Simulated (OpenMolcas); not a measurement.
**N⁺: from CASSCF to CASPT2**

* Program: OpenMolcas 26.06
* Basis: ANO-RCC [8s7p4d3f2g]
* Scalar Hamiltonian: DKH2, point nucleus
* Active space: 4 electrons in 8 orbitals (2s 2p 3s 3p)
* State averaging: 2S+1 = 3 even, 3 roots; 2S+1 = 1 even, 6 roots; 2S+1 = 5 odd, 1 root; 2S+1 = 3 odd, 9 roots; 2S+1 = 1 odd, 8 roots
* Spin-orbit coupling: RASSI with atomic mean-field integrals over the reference wave functions, term energies averaged over their components

Methods on the same reference wave functions:
A. CASSCF
B. SS-CASPT2, IPEA 0.25 Eh, imaginary shift 0.1 Eh (closed shells correlated: 1s)

Energies in cm⁻¹ above 2s² 2p² ³P₀, the measured ground level; measured values from NIST Handbook of Basic Atomic Spectroscopic Data.

```tsv
Level	A	B	Measured
2s² 2p² ³P₀	0.0	0.0	0.0
2s² 2p² ³P₁	45.6	45.6	48.7
2s² 2p² ³P₂	136	136	131
2s² 2p² ¹D₂	17561	15360	15316
2s² 2p² ¹S₀	29251	31960	32689
2s 2p³ ⁵S°₂	37413	45370	46785
2s 2p³ ³D°₁	95416	90400	92251
2s 2p³ ³D°₂	95420	90400	92250
2s 2p³ ³D°₃	95428	90410	92236
2s 2p³ ³P°₀	110713	108540	109223
2s 2p³ ³P°₁	110717	108540	109216
2s 2p³ ³P°₂	110725	108550	109217
```

Deviations, from unrounded energies. A percentage is the sum of absolute deviations over the sum of measured energies, with the sign that they share, or ± where signs differ.

```json
{"Against measurement": "mean absolute deviation (cm-1)", "Levels": "11", "A": "2600", "B": "890"}
{"Against measurement": "fine structure of the ground term (%)", "Levels": "2", "A": "±4.4", "B": "±4.3"}
{"Against measurement": "other terms of the ground configuration (%)", "Levels": "2", "A": "±11.8", "B": "±1.6"}
{"Against measurement": "other configurations (%)", "Levels": "7", "A": "±3.6", "B": "-1.4"}
```

B lies closest to measurement on these levels. The largest miss of B in the table is 2s 2p³ ³D°₁, by -1900 cm-1. The ranking rests on the paired levels alone, and a cruder setting can come out closer through cancelling errors.

From A to B the spin-free energies of the other terms of 2s² 2p² shown, above ³P, scale by factors of 0.87 to 1.09.

The lowest spin-free term lies below A's lowest term by 0.094 hartree in B.

CASPT2 does not keep the components of a term degenerate, so their means are used; among the terms shown or strongly mixed into the levels shown the widest spread is 170 cm-1 (2s 2p³ ³D°, B). The run also gave levels led by 2s² 2p 3s, which use shells meant for correlation; these and all levels above them are left out. Without dynamic correlation excited terms often stand tens of per cent too high (terms of higher spin than the ground term too low), and those without a measured partner can miss by more than the paired ones (holds for A). Computed and measured levels are paired by configuration, term and J; levels that our copy of the source lacks, or whose pairing is in doubt (as where it misses far off the trend of its configuration), stay unpaired and out of the deviations. Only configurations of the active space appear. Levels that lie high or do not pair safely by name in every column are left out.

° marks odd parity.
